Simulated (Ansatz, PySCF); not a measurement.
BF₂, SMILES F[B]F, multiplicity 2. Atoms are numbered in the order given.

```xyz
3

F      0.0000    -1.1422    -0.1309
B      0.0000     0.0000     0.5112
F      0.0000     1.1422    -0.1309
```
Charge 0, spin multiplicity 2.

The structure is a stationary point at B3LYP-D3(BJ)/def2-TZVP. The isomer is the one that the SMILES or the coordinates give; other isomers of the formula were not compared.

Two levels are set side by side: PBE-D3(BJ)/def2-TZVP (Ansatz, a program for electronic structure) and B3LYP-D3(BJ)/def2-TZVP (Ansatz). Each level has its own optimised geometry; the coordinates shown are those of the second. Frequencies come from the Hessian of PySCF at each geometry. Differences are taken from unrounded values.

| quantity | B3LYP-D3(BJ) |
|---|---|
| mean bond length (Å) | 1.310 |
| bond F1–B2 (Å) | 1.310 |
| bond B2–F3 (Å) | 1.310 |
| highest harmonic wavenumber (cm⁻¹) | 1420 |
| mean harmonic wavenumber (cm⁻¹) | 1032 |
| zero-point energy (kcal/mol) | 4.42 |

Q: What does PBE-D3(BJ) give, and how far is it from B3LYP-D3(BJ)? (An estimate is asked for; the answer gives what the named calculation found.)

A: 
| quantity | PBE-D3(BJ) | PBE-D3(BJ) minus B3LYP-D3(BJ) |
|---|---|---|
| mean bond length (Å) | 1.319 | 0.009 |
| bond F1–B2 (Å) | 1.319 | 0.009 |
| bond B2–F3 (Å) | 1.319 | 0.009 |
| highest harmonic wavenumber (cm⁻¹) | 1385 | -34 |
| mean harmonic wavenumber (cm⁻¹) | 1004 | -28 |
| zero-point energy (kcal/mol) | 4.30 | -0.12 |

GGA bonds tend to be longer and softer than those of functionals with exact exchange. Differences between two approximate levels are no errors against the true value.
